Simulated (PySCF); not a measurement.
**How methods differ on the excitation energy of Cu**

Cu [Ar] 3d10 4s1 (2S) → Cu [Ar] 3d9 4s1 4p1 (high-spin determinant), as a difference of total energies. Computed with PySCF 2.14 in ANO-R2 (6s4p4d2f1g, 61 functions), with the spin-free X2C one-electron Hamiltonian (Gaussian nucleus). Correlated levels: valence: [Ar] frozen. The calculations carry no spin-orbit coupling.

| method | excitation energy (cm⁻¹) |
| --- | --- |
| UHF | 50533 |
| MP2 (valence) | 76019 |
| SCS-MP2 (valence) | 73727 |
| CCSD (valence) | 67556 |
| CCSD(T) (valence) | 69287 |

A first-order spin-orbit estimate (lowest level to lowest level, LS coupling) adds -0.058 eV.

The upper state lies above the first ionisation limit, but in LS coupling its spin forbids autoionisation to the ground ion.

The basis was made for the ground configuration and has no added diffuse functions, so the excitation energy can come out too high.

The determinant of the upper state mixes LS terms, which raises its energy above the lowest term, most at the Hartree-Fock and MP2 levels.
